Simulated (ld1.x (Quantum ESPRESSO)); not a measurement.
## Varying the TM potential for Te

Base potential:

tellurium (Te), norm-conserving Troullier–Martins (Kleinman–Bylander form), made with ld1.x (Quantum ESPRESSO) 7.5 (PBE, scalar-relativistic). Core [Kr] 4d10, reference 5s2 5p4. Waves: 5s (bound): rc 1.70 bohr; 5p (bound): rc 2.05 bohr; 5d channel at 0.3 Ry: rc 2.20 bohr. Local part: the d channel. Core correction: none.

Cutoffs, loose and tight: the cutoffs (Ry, on a coarse ladder) from which the occupation-weighted sum of valence levels, in a spherical-Bessel basis at the reference potential, stays within 10 and 1 mRy of its value at 400 Ry. They do not see the model core or the augmentation charge, which bear on the density cutoff. Test errors are all-electron minus pseudo excitation energies from the reference, over the configurations 5s2 5p3; 5s2 5p2; 5s2 5p1; 5s2 5p4.3; 5s1 5p4; 5s2 5p0; 5s2 5p3.5. A dash means not determined; rows that change the core or the reference have their own tests.

A true bound ghost makes a file unfit for plane-wave use even where its test errors are small: the radial tests pick states by their node count and pass the ghost by.

```csv
change,outcome,"cutoff, loose","cutoff, tight",bound ghosts,largest test error (meV)
base,generated,30 Ry,55 Ry,"s, p",-148
wave 5p (bound): rc 2.05 bohr becomes 5p (bound): rc 1.32 bohr,generated,200 Ry,over 300 Ry,"s, p",-117
wave 5p (bound): rc 2.05 bohr becomes 5p (bound): rc 1.54 bohr,generated,70 Ry,160 Ry,"s, p",-133
wave 5p (bound): rc 2.05 bohr becomes 5p (bound): rc 1.86 bohr,generated,30 Ry,55 Ry,"s, p",-157
wave 5p (bound): rc 2.05 bohr becomes 5p (bound): rc 2.14 bohr,generated,30 Ry,55 Ry,"s, p",-148
wave 5p (bound): rc 2.05 bohr becomes 5p (bound): rc 2.32 bohr,generated,30 Ry,55 Ry,"s, p",-158
wave 5p (bound): rc 2.05 bohr becomes 5p (bound): rc 2.52 bohr,generated,30 Ry,50 Ry,"s, p",-183
wave 5p (bound): rc 2.05 bohr becomes 5p (bound): rc 3.06 bohr,generated,25 Ry,50 Ry,"s, p",-358
```

Problem. What comes out with this change to the base: wave 5p (bound): rc 2.05 bohr becomes 5p (bound): rc 2.78 bohr?

Solution. outcome: generated; cutoff, loose: 25 Ry; cutoff, tight: 50 Ry; bound ghosts: s, p; largest test error (meV): -249.

Reading the sweep of the p radius (base included, trends over the rows without a ghost): Bound ghosts are found at 1.32, 1.54, 1.86, 2.05, 2.14, 2.32, 2.52, 2.78, 3.06 bohr. Every judged row has one, so this setting neither creates nor removes them.
